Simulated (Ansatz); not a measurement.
The cluster Zn2I5⁻. The state is a singlet with charge -1. Geometry r2SCAN-D4/def2-SVPD, basis def2-SVP, Ansatz.

Cartesian coordinates in Å:
```
Zn -0.6180 0.5092 -2.1310
Zn 0.6707 -0.4258 2.1343
I 2.1198 0.5439 3.9556
I -1.8624 -1.6491 -2.2487
I -0.6911 -2.5152 2.1058
I -0.3665 2.3321 -3.8547
I 0.7474 1.2048 0.0388
```

```csv
run,HOMO (eV),LUMO (eV)
A,-2.65,0.92
B,-4.05,1.76
C,-3.82,1.64
D,-4.71,2.50
```

In the def2 sets I takes a core potential; there is no spin–orbit coupling. Another isomer (singlet) lies 0.55 eV lower at PBE0-D4/def2-SVP; other spin states weren't run for this one.

The runs used BHLYP, PBE, PBE0, r2SCAN0. Estimate which is which.

A PBE (0 % exact exchange); B r2SCAN0 (25 % exact exchange); C PBE0 (25 % exact exchange); D BHLYP (50 % exact exchange). Exact exchange lowers occupied and raises empty levels; among semilocal functionals meta-GGAs tend to open the gap a little, and such runs are hard to tell apart. The gap grows from 3.56 eV (PBE) to 7.21 eV (BHLYP).
